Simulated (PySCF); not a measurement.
Frontier levels across methods

Species: C5H5B.
SMILES with atom numbers: `[CH:1]#[C:2][BH:3][C:4]#[C:5][CH3:6]` (hydrogens: H7 on C1; H8 on B3; H9, H10, H11 on C6)

Cartesian coordinates in Å at the PBE0-D3(BJ)/def2-SVP level; atoms count from 1:
```xyz
11
C5H5B angstrom
C      3.4062   -0.6026    0.2119
C      2.4361    0.1216    0.0637
B      1.2456    1.0466   -0.1219
C     -0.1673    0.5217   -0.1616
C     -1.3195    0.1136   -0.1954
C     -2.6821   -0.3748   -0.2416
H      4.2616   -1.2414    0.3421
H      1.4462    2.2339   -0.2401
H     -2.8789   -0.8475   -1.2174
H     -3.4127    0.4373   -0.1048
H     -2.8550   -1.1377    0.5336
```

Basis pcSseg-2 throughout (PySCF), one geometry. Isolated species at its PBE0-D3(BJ)/def2-SVP geometry, gas phase.

Question: How do the orbital energies, the gap and the dipole change with the method?

Answer: 
| method | kind | HOMO (eV) | LUMO (eV) | gap (eV) | μ (D) | SCF cycles |
| --- | --- | --- | --- | --- | --- | --- |
| BLYP | GGA | -6.27 | -3.03 | 3.23 | 2.05 | 16 |
| B97-D | GGA | -6.37 | -3.05 | 3.33 | 2.04 | 16 |
| OPBE | GGA | -6.40 | -3.13 | 3.27 | 2.09 | 16 |
| PBE | GGA | -6.42 | -3.22 | 3.20 | 2.10 | 16 |
| KT2 | GGA | -6.44 | -3.20 | 3.24 | 2.10 | 16 |
| KT3 | GGA | -6.45 | -3.14 | 3.31 | 2.03 | 15 |
| BP86 | GGA | -6.51 | -3.29 | 3.22 | 2.10 | 16 |
| LDA | LDA | -6.56 | -3.46 | 3.10 | 2.19 | 16 |
| B97-2 | global hybrid | -7.36 | -2.36 | 5.00 | 1.96 | 14 |
| B3LYP | global hybrid | -7.39 | -2.53 | 4.85 | 1.96 | 14 |
| PBE0 | global hybrid | -7.62 | -2.38 | 5.24 | 1.98 | 14 |
| mPW1PW91 | global hybrid | -7.64 | -2.38 | 5.26 | 1.97 | 14 |
| BHandHLYP | global hybrid | -8.67 | -1.36 | 7.32 | 1.85 | 14 |
| CAM-B3LYP | range-separated hybrid | -8.95 | -1.30 | 7.65 | 1.88 | 14 |
| wB97X-D | range-separated hybrid | -9.46 | -0.60 | 8.85 | 1.90 | 13 |
| HF | Hartree–Fock | -10.29 | 1.14 | 11.43 | 1.73 | 12 |
| LC-wPBE | range-separated hybrid | -10.35 | -0.26 | 10.09 | 1.82 | 14 |

The HOMO spans 4.08 eV, from BLYP down to LC-wPBE, and the gap runs from 3.10 eV (LDA) to 11.43 eV (HF). Over the methods BLYP (0 %), B97-D (0 %), OPBE (0 %), PBE (0 %), KT2 (0 %), KT3 (0 %), BP86 (0 %), LDA (0 %), B97-2 (21 %), B3LYP (20 %), PBE0 (25 %), mPW1PW91 (25 %), BHandHLYP (50 %), HF (100 %), a straight line through the gap against the share of exact exchange rises by 0.82 eV for each 10 % (correlation coefficient 1.000). The dipole ranges from 1.73 D (HF) to 2.19 D (LDA). This basis has no diffuse functions.

The vertical ΔSCF ionisation energy at PBE0/def2-SVPD is 9.68 eV; −ε(HOMO) comes closest to it with wB97X-D (9.46 eV).
